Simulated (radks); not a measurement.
All-electron atom: Pm in [Xe] 4f5 6s2.

Method: scalar-relativistic Kohn-Sham, PBE, spin-polarised, spherical densities, finite nucleus; open shells are filled with parallel spins first (spin-orbit coupling, left out, can overturn this in heavy ions); Fermi nuclear charge, rms radius 4.962 fm; computed with a radial shooting solver on a logarithmic mesh with Libxc functionals.

Energy parts (eV):
part                      energy
total                 -272661.45
kinetic                290787.10
electron-nucleus      -662984.61
Hartree                105762.26
exchange-correlation    -6226.21

Orbitals (lengths in bohr, moments of r in powers of bohr; <r^-3> diverges for s and p1/2):
| orbital | occ. | eigenvalue (eV) | <1/r> | <r^-3> | <r> | <r^4> |
|---|---|---|---|---|---|---|
| 1s up | 1 | -45017.04 | 67.42 | - | 0.02318 | 1.417e-06 |
| 1s down | 1 | -45017.04 | 67.42 | - | 0.02318 | 1.417e-06 |
| 2s up | 1 | -7318.713 | 15.59 | - | 0.09896 | 0.0002296 |
| 2s down | 1 | -7318.697 | 15.59 | - | 0.09896 | 0.0002295 |
| 2p up | 3 | -6536.156 | 14.67 | 9577 | 0.08711 | 0.0001696 |
| 2p down | 3 | -6536.146 | 14.67 | 9577 | 0.08710 | 0.0001696 |
| 3s up | 1 | -1595.943 | 5.693 | - | 0.2606 | 0.009094 |
| 3s down | 1 | -1594.518 | 5.697 | - | 0.2604 | 0.009070 |
| 3p up | 3 | -1350.165 | 5.373 | 1964 | 0.2589 | 0.009509 |
| 3p down | 3 | -1348.748 | 5.377 | 1967 | 0.2587 | 0.009479 |
| 3d up | 5 | -1013.057 | 5.099 | 267.4 | 0.2363 | 0.007729 |
| 3d down | 5 | -1011.965 | 5.103 | 267.9 | 0.2361 | 0.007692 |
| 4s up | 1 | -318.3545 | 2.386 | - | 0.5931 | 0.2292 |
| 4s down | 1 | -314.6190 | 2.386 | - | 0.5929 | 0.2289 |
| 4p up | 3 | -237.7301 | 2.197 | 429.6 | 0.6281 | 0.3012 |
| 4p down | 3 | -233.9783 | 2.197 | 429.7 | 0.6278 | 0.3011 |
| 4d up | 5 | -123.8347 | 1.923 | 48.34 | 0.6886 | 0.4945 |
| 4d down | 5 | -120.0676 | 1.923 | 48.31 | 0.6888 | 0.4976 |
| 4f up | 5 | -3.1584 | 1.313 | 5.560 | 1.042 | 8.715 |
| 5s up | 1 | -42.6537 | 0.9226 | - | 1.434 | 7.966 |
| 5s down | 1 | -40.3584 | 0.9077 | - | 1.454 | 8.462 |
| 5p up | 3 | -23.2733 | 0.7764 | 58.02 | 1.683 | 16.30 |
| 5p down | 3 | -21.5431 | 0.7586 | 54.52 | 1.717 | 17.89 |
| 6s up | 1 | -3.6229 | 0.2890 | - | 4.334 | 719.6 |
| 6s down | 1 | -3.4077 | 0.2798 | - | 4.464 | 811.3 |

The highest occupied level is 4f up at -3.158 eV. Spin moment in Bohr magnetons: 5. For comparison, the ionisation energy in NIST's Atomic Spectra Database is 5.582 eV (measured). In exact Kohn-Sham theory the highest level is minus the ionisation energy, but local and semilocal functionals leave it too shallow, through self-interaction and a potential that decays too fast; potentials with the right tail come closer.
